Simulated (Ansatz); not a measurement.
`BB1C=C1` + `[SH][GaH][Cl]` → `B[S][GaH][Cl]` + `B1C=C1` at 700 K and 1 bar (cleavage of the B–B bond).

Program: Ansatz. Geometries: PBE0-D4/def2-TZVP. ΔE: electronic, gas phase. CCSD(T)/CBS is the MP2 limit (def2-TZVPP, def2-QZVPP) plus CCSD(T) − MP2 in def2-TZVPP, frozen cores. This one scheme is used for every species. For Ga outer-core shells are correlated without core-valence functions, which leaves a few kJ/mol of doubt a bond. Scalar relativity is left out up to krypton. One conformer a species, not always the lowest.

```json
{"species": "`BB1C=C1`", "CCSD(T)/CBS energy (Eh)": "-128.00789", "H − E (kJ/mol)": "198.4", "S (J/(mol·K))": "363.1"}
{"species": "`[SH][GaH][Cl]`", "CCSD(T)/CBS energy (Eh)": "-2782.78263", "H − E (kJ/mol)": "96.0", "S (J/(mol·K))": "385.1"}
{"species": "`B[S][GaH][Cl]`", "CCSD(T)/CBS energy (Eh)": "-2808.18728", "H − E (kJ/mol)": "146.8", "S (J/(mol·K))": "444.3"}
{"species": "`B1C=C1`", "CCSD(T)/CBS energy (Eh)": "-102.63332", "H − E (kJ/mol)": "149.8", "S (J/(mol·K))": "298.3"}
```

H − E and S are ideal-gas, rigid-rotor, harmonic terms from PBE0-D4/def2-TZVP, for one conformer and one mirror image of each species. 1 Eh = 2625.50 kJ/mol, R = 8.31446 J/(mol·K).

Q: By hand: ΔE, ΔH, ΔS and ΔG.

A: ΔE = (-2808.18728) + (-102.63332) − (-128.00789) − (-2782.78263) = -0.03008 Eh = -79.0 kJ/mol. Δ(H − E) = 146.8 + 149.8 − 198.4 − 96.0 = 2.2, so ΔH = -76.8 kJ/mol. ΔS = 444.3 + 298.3 − 363.1 − 385.1 = -5.6 J/(mol·K). ΔG = -76.8 − 700 × (-5.6)/1000 = -72.9 kJ/mol.

Q: By hand: the equilibrium constant, and the temperature at which ΔG would vanish if ΔH and ΔS stayed fixed.

A: log₁₀ K = −ΔG/(RT ln 10) = 5.4. ΔG = 0 at ΔH/ΔS = 13714 K, far beyond where these terms or the molecules hold.

The number of gas molecules stays the same, so ΔS is small and ΔH decides. A doubt of 5 kJ/mol in ΔE shifts log₁₀ K by 0.4 here. Other conformers and mirror images would add mixing entropy, several J/(mol·K) or more a flexible species. Modes under 60 cm⁻¹, often nearly free rotors, make the harmonic entropy too high. These are equilibria of isolated gas molecules and say nothing of rates. Largest T1 diagnostic: 0.013 (customary marks: 0.02 for closed shells, 0.045 for open ones).
